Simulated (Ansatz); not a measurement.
Geometry optimisation, RKS PBE0/def2-mTZVP in Ansatz.

input.yaml

```yaml
crystal:
  periodic: [false, false, false]
  atoms:
    - { symbol: Cl, position_ang: [-2.3885, 0.1066, -0.1117] }
    - { symbol: Si, position_ang: [-0.3708, -0.061, -0.3597] }
    - { symbol: Se, position_ang: [0.6336, 0.3108, 1.6266] }
    - { symbol: H, position_ang: [0.0127, -1.4082, -0.8286] }
    - { symbol: H, position_ang: [0.1182, 0.9112, -1.364] }
    - { symbol: H, position_ang: [2.0368, 0.0765, 0.9912] }
basis:
  gaussian: { orbitals: def2-mTZVP }
hamiltonian:
  xc: pbe0
relax:
  f_tol: 0.015
  max_steps: 40
```

Launched with:

```bash
$ ansatz run input.yaml --threads 2 --pin off --max-ram 3072MiB --backend cpu --events-out ev --progress --plain --runs-dir out
```

Where does it end, and by what steps?

The run converged. After 4 steps the energy has fallen by 0.090 eV; H6 moved furthest, 0.08 Å.

| step | energy less start (eV) | largest force component (eV/Å) | accepted |
| --- | --- | --- | --- |
| 0 | 0.0000 | 1.287 | yes |
| 1 | -0.0630 | 0.396 | yes |
| 2 | -0.0879 | 0.117 | yes |
| 3 | -0.0893 | 0.035 | yes |
| 4 | -0.0896 | 0.010 | yes |

```xyz
6
Properties=species:S:1:pos:R:3
Cl -2.355 0.105 -0.090
Si -0.322 -0.071 -0.381
Se 0.665 0.319 1.634
H -0.043 -1.439 -0.875
H 0.085 0.924 -1.398
H 2.012 0.098 1.064
```

Whether the end is a true minimum wasn't checked by a vibrational analysis.

The run took 8.4 s on 2 threads of AMD EPYC 9R14 (Zen 4) (shared host), peak memory 0.21 GiB.
